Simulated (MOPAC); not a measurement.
Job for MOPAC: PM6 on FHOSi (SMILES O[Si]F), a point of a bond scan (R = 1.302 Å).

```
PM6 1SCF PRECISE CHARGE=0 THREADS=1
FHOSi

Si     0.00937425 1     0.00603277 1     0.61022733 1
F     -0.58622933 1     0.82170773 1    -0.21187376 1
O      0.73079075 1    -1.04612827 1    -0.42560613 1
H      0.63860656 1    -0.94607081 1    -1.38174233 1
```

Output:

```
*******************************************************************************
 **                                                                           **
 **                              MOPAC v23.2.5                                **
 **                                                                           **
 *******************************************************************************
 ** MOPAC's Digital Object Identifier: https://doi.org/10.5281/zenodo.6511958 **
 **                                                                           **
 ** Please cite the open-source release paper for use of this MOPAC version:  **
 ** J. E. Moussa and J. J. P. Stewart (2026)                                  **
 ** MOPAC: An open-source semiempirical molecular orbital program             **
 ** J. Open Source Softw., 11(119), 8025, https://doi.org/10.21105/joss.08025 **
 *******************************************************************************

                              PM6 CALCULATION RESULTS

 *******************************************************************************
 *  PM6        - The PM6 Hamiltonian to be used
 *
 *
 *
 *                 CHARGE ON SYSTEM = 0
 *
 *
 *
 *  PRECISE    - TIGHTER CRITERIA TO BE USED
 *  1SCF       - DO 1 SCF AND THEN STOP
 *  THREADS=1  - MULTI-THREADING NOT USED
 *  T=         - A TIME OF 172800.0 SECONDS REQUESTED
 *  DUMP=N     - RESTART FILE WRITTEN EVERY 7200.0 SECONDS REQUESTED
 *******************************************************************************
PM6 1SCF PRECISE CHARGE=0 THREADS=1
 FHOSi

   ATOM   CHEMICAL          X               Y               Z
  NUMBER   SYMBOL      (ANGSTROMS)     (ANGSTROMS)     (ANGSTROMS)

     1      Si          0.00937425  *   0.00603277  *   0.61022733  *
     2       F         -0.58622933  *   0.82170773  *  -0.21187376  *
     3       O          0.73079075  *  -1.04612827  *  -0.42560613  *
     4       H          0.63860656  *  -0.94607081  *  -1.38174233  *



          CARTESIAN COORDINATES

    NO.       ATOM           X           Y           Z

     1        Si          0.0094      0.0060      0.6102
     2         F         -0.5862      0.8217     -0.2119
     3         O          0.7308     -1.0461     -0.4256
     4         H          0.6386     -0.9461     -1.3817

 General Reference for PM6:
 "Optimization of Parameters for Semiempirical Methods V: Modification of NDDO Approximations
 and Application to 70 Elements", J. J. P. Stewart, J. Mol. Mod., 13, 1173-1213 (2007)
 URL: https://link.springer.com/article/10.1007/s00894-007-0233-4

           Empirical Formula: H O Si F  =     4 atoms



      MOLECULAR POINT GROUP   :   Cs


      RHF CALCULATION, NO. OF DOUBLY OCCUPIED LEVELS = 9


 -------------------------------------------------------------------------------
 PM6 1SCF PRECISE CHARGE=0 THREADS=1
 FHOSi



     1SCF WAS SPECIFIED, SO BFGS WAS NOT USED
     SCF FIELD WAS ACHIEVED


                              PM6 CALCULATION
                                                       MOPAC v23.2.5 Linux




          FINAL HEAT OF FORMATION =       -105.66778 KCAL/MOL =    -442.11401 KJ/MOL


          COSMO AREA              =         86.53 SQUARE ANGSTROMS
          COSMO VOLUME            =         72.87 CUBIC ANGSTROMS

          IONIZATION POTENTIAL    =          8.227336 EV
          HOMO LUMO ENERGIES (EV) =         -8.227 -0.150
          NO. OF FILLED LEVELS    =          9
          MOLECULAR WEIGHT        =         64.0912         POINT GROUP:  Cs

          MOLECULAR DIMENSIONS (Angstroms)

            Atom       Atom       Distance
            H     4    F     2     2.44824
            F     2   Si     1     1.20490
            O     3    F     2     0.00000


          SCF CALCULATIONS        =          1





   ATOM   CHEMICAL          X               Y               Z
  NUMBER   SYMBOL      (ANGSTROMS)     (ANGSTROMS)     (ANGSTROMS)

     1      Si          0.00937425  *   0.00603277  *   0.61022733  *
     2       F         -0.58622933  *   0.82170773  *  -0.21187376  *
     3       O          0.73079075  *  -1.04612827  *  -0.42560613  *
     4       H          0.63860656  *  -0.94607081  *  -1.38174233  *

                             CARTESIAN COORDINATES

   1   Si        0.009374250     0.006032770     0.610227330
   2    F       -0.586229330     0.821707730    -0.211873760
   3    O        0.730790750    -1.046128270    -0.425606130
   4    H        0.638606560    -0.946070810    -1.381742330


           Empirical Formula: H O Si F  =     4 atoms



      MOLECULAR POINT GROUP   :   Cs


                  EIGENVALUES
 -43.95730 -29.56974 -18.95990 -17.79565 -17.29506 -17.24990 -13.53237 -13.09816
  -8.22734  -0.14976  -0.01644   0.42930   1.80043   2.59707   2.71352   3.51273
   5.26084   5.94274


              NET ATOMIC CHARGES AND DIPOLE CONTRIBUTIONS

  ATOM NO.   TYPE          CHARGE      No. of ELECS.   s-Pop       p-Pop       d-Pop
    1         Si           0.259986        3.7400     1.78887     0.71661     1.23453
    2          F          -0.063390        7.0634     1.86422     5.19917
    3          O          -0.546531        6.5465     1.66586     4.88068
    4          H           0.349936        0.6501     0.65006
 DIPOLE           X         Y         Z       TOTAL
 POINT-CHG.    -0.655     0.913    -0.379     1.186
 HYBRID         0.322    -0.446     0.309     0.631
 SUM           -0.333     0.468    -0.070     0.578


          ATOMIC ORBITAL ELECTRON POPULATIONS

     Atom    s        px        py        pz      x^2-y^2     xz        z^2       yz        xy
    1 Si   1.78887   0.21172   0.23253   0.27236   0.23771   0.18031   0.18558   0.24146   0.38947
    2  F   1.86422   1.71714   1.72844   1.75360
    3  O   1.66586   1.76188   1.75591   1.36288
    4  H   0.65006

 **********************
 *                    *
 * JOB ENDED NORMALLY *
 *                    *
 **********************




 == MOPAC DONE ==
```

The run finished.

Cost: about 0.020 core-seconds (a rough figure).
